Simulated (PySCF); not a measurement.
## Converging MgSn in the basis (r²SCAN)

PySCF, UKS reference; triplet, unpaired electrons π ↑↑; De to Mg + Sn without counterpoise correction.

| basis | relativity | functions | Re (Å) | ωe (cm⁻¹) | De (eV) | μ (D) |
| --- | --- | --- | --- | --- | --- | --- |
| cc-pVDZ/cc-pVDZ-PP | scalar-relativistic core potentials | 41 | 2.750 | 234 | 1.08 | -3.08 |
| def2-SVP | scalar-relativistic core potentials | 44 | 2.753 | 233 | 1.10 | -3.04 |
| aug-cc-pVDZ/aug-cc-pVDZ-PP | scalar-relativistic core potentials | 59 | 2.751 | 233 | 1.10 | -3.00 |

Task: How does each smaller set differ from the one with most functions, aug-cc-pVDZ/aug-cc-pVDZ-PP?

Result: cc-pVDZ/cc-pVDZ-PP: -0.1 pm, +0.4 % in ωe, -0.02 eV in De; def2-SVP: +0.2 pm, +0.0 % in ωe, +0.00 eV in De. All at r²SCAN; the set with most functions is neither the basis-set limit nor always the best.

A positive dipole means Mg(−)Sn(+). Spin–orbit coupling is left out, which matters for elements this heavy, above all for dissociation energies. The state was picked by a PBE0 search and need not be the measured ground state.
